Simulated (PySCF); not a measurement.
Isomers of C6H5Cl, one GFN2-xTB conformer each. Single-point energies are computed at PBE0/pcSseg-1 (PySCF, gas phase, no added dispersion term), electronic only.

```csv
SMILES,GFN2-xTB relative energy (kcal/mol)
CC#CC1=C(Cl)C1,24.5
C=C1C=C(Cl)C1=C,0.0
CC#CC#CCCl,11.4
```

Question: What does PBE0/pcSseg-1 give for the same structures?

Answer: 
```csv
SMILES,PBE0/pcSseg-1 E (Eh),PBE0/pcSseg-1 (kcal/mol),GFN2-xTB (kcal/mol),point group
C=C1C=C(Cl)C1=C,-691.26778,0.0,0.0,Cs
CC#CC#CCCl,-691.24019,17.3,11.4,–
CC#CC1=C(Cl)C1,-691.21478,33.3,24.5,–
```

Both levels put the same isomer lowest; measured from each level's own lowest isomer, the values differ by up to 8.8 kcal/mol (CC#CC1=C(Cl)C1: 24.5 against 33.3). As drawn, the lowest has a four-membered ring, which the highest lacks; the highest has a three-membered ring and a C≡C bond, which the lowest lacks.

Question: Which frontier levels, dipoles and rotational constants go with these structures?

Answer: 
```tsv
SMILES	HOMO (eV, PBE0/pcSseg-1)	LUMO (eV)	dipole (D)	A, B, C (MHz)
C=C1C=C(Cl)C1=C	-6.80	-1.21	0.81	4717, 1522, 1151
CC#CC#CCCl	-7.15	-1.10	2.69	11828, 596.1, 571.6
CC#CC1=C(Cl)C1	-6.56	-0.98	2.01	6083, 847.7, 751.2
```
